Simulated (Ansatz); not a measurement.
(BeSe)6 prism (Be₆Se₆). The state is a triplet with charge 0. Geometry r2SCAN-D4/def2-SVP, that of the neutral singlet; atoms count from 1.

```xyz
12

Be   -0.954    1.344    1.088
Se    1.016    1.448    2.002
Be    1.913    0.287    0.398
Se    1.941    0.500   -1.766
Be   -0.228    0.601   -1.869
Se   -1.713    1.848   -0.886
Be   -1.913   -0.287   -0.398
Se   -1.941   -0.500    1.766
Be    0.228   -0.601    1.869
Se    1.713   -1.848    0.886
Be    0.954   -1.344   -1.088
Se   -1.016   -1.448   -2.002
```

At PBE0-D4/def2-SVP a singlet of charge 0 lies 3.10 eV below the triplet at the same geometry.

Q: Estimate the Mulliken populations from the PBE0/def2-SVP orbitals of Ansatz.

A: 
```tsv
atom	charge (e)	spin (α − β)
Be1	0.28	0.16
Se2	-0.30	0.08
Be3	0.28	0.16
Se4	-0.27	0.23
Be5	0.29	0.14
Se6	-0.27	0.23
Be7	0.28	0.16
Se8	-0.27	0.23
Be9	0.29	0.14
Se10	-0.27	0.23
Be11	0.28	0.16
Se12	-0.30	0.08
```
Mulliken values depend strongly on the basis.

Q: Where does the spin sit?

A: Summed by element: Be 0.92, Se 1.08, of 2 unpaired in all. Largest on single atoms: Se6 0.23, Se10 0.23, Se8 0.23.

Q: And the Mayer bond orders between heavy atoms (over 0.3)?

A: Be1–Se2 0.79 (2.17 Å); Be1–Se6 0.79 (2.17 Å); Be1–Se8 0.58 (2.20 Å); Se2–Be3 0.79 (2.17 Å); Se2–Be9 0.67 (2.20 Å); Be3–Se4 0.79 (2.17 Å); Be3–Se10 0.58 (2.20 Å); Se4–Be5 0.76 (2.17 Å); Se4–Be11 0.58 (2.20 Å); Be5–Se6 0.76 (2.17 Å); Be5–Se12 0.67 (2.20 Å); Se6–Be7 0.58 (2.20 Å); Be7–Se8 0.79 (2.17 Å); Be7–Se12 0.79 (2.17 Å); Se8–Be9 0.76 (2.17 Å); Be9–Se10 0.76 (2.17 Å); Se10–Be11 0.79 (2.17 Å); Be11–Se12 0.79 (2.17 Å).
